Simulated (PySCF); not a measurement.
Method: PySCF 2.14.0 with PBE-D3(BJ)/def2-TZVP // B3LYP-D3(BJ)/def2-TZVP. Isolated molecules, 0 K electronic values unless said otherwise. 

Reference species (SMILES): `C=C=[SiH2]` (neutral, multiplicity 1).

```
Item              Value
-------------  --------
LUMO           -1.89 eV
HOMO–LUMO gap   3.43 eV
```

Changed species: `C1[SiH2]C=1`.

Task: Predict the effect on the LUMO and HOMO–LUMO gap.

Result: the LUMO rises by 0.55 eV, to -1.34 eV; the HOMO–LUMO gap increases by 1.55 eV, to 4.98 eV.
